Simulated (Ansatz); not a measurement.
Reaction (SMILES): [O][SiH3] -> [O-][SiH3] (an electron is taken up)
Geometries: B3LYP-D3(BJ)/def2-TZVP minima from Ansatz (a program for electronic structure).

Quantity: adiabatic electron affinity (electronic energy difference), positive where the reaction releases energy, in eV. Correlated levels leave the core frozen unless marked. Open shells are spin-unrestricted. No spin-orbit coupling. Non-relativistic. Anions need diffuse functions: aug- sets have them; def2-D sets add few. CBS marks a two-point X^-3 extrapolation of the correlation energy; Hartree-Fock from the larger set. The bracket is a focal-point correction in the basis named.

| level | program | adiabatic electron affinity (eV) |
|---|---|---|
| revPBE-D4/def2-TZVPD | Ansatz + dftd4 | 3.21 |
| BHLYP/def2-TZVPD | Ansatz | 2.77 |

**Question.** What does RI-MP2/CBS(aug-cc-pV(T+d)Z,aug-cc-pV(Q+d)Z)+[CCSD(T)-MP2]/aug-cc-pV(T+d)Z (Ansatz) give?

**Answer.** 3.34 eV
